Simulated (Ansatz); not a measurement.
Species: CH$_{3}$BF, charge 0, doublet. CH3BF (SMILES FB[CH2], doublet).
B3LYP-D3(BJ)/def2-TZVP minimum from Ansatz (a first-principles code):
```
B
F 1 1.3368
H 1 1.1938 2 117.09
C 1 1.5275 3 123.85 2 -180.00
H 4 1.0839 1 122.43 3 0.00
H 4 1.0855 5 115.07 1 180.00
```
Charge 0, spin multiplicity 2.

Total energies in cc-pVDZ, 17 correlated electrons, 3 frozen orbitals. Radicals and triplets start from unrestricted determinants; spin-orbit coupling is neglected. Correlated methods leave the cores frozen. No relativity.

```json
[
 {"method": "HF", "program": "Ansatz", "energy (Eh)": "-163.76386", "minus CCSDT(Q) (mEh)": "422.55"},
 {"method": "MP2", "program": "Ansatz", "energy (Eh)": "-164.14569", "minus CCSDT(Q) (mEh)": "40.73"},
 {"method": "CCSD", "program": "Ansatz", "energy (Eh)": "-164.17646", "minus CCSDT(Q) (mEh)": "9.95"},
 {"method": "CCSD(T)", "program": "Ansatz", "energy (Eh)": "-164.18493", "minus CCSDT(Q) (mEh)": "1.48"},
 {"method": "CCSDT(Q)", "program": "Ansatz", "energy (Eh)": "-164.18641", "minus CCSDT(Q) (mEh)": "0.00"}
]
```

Rough core times of Ansatz's runs on a shared machine: CCSD(T) under 20 s, CCSDT(Q) 4 min.
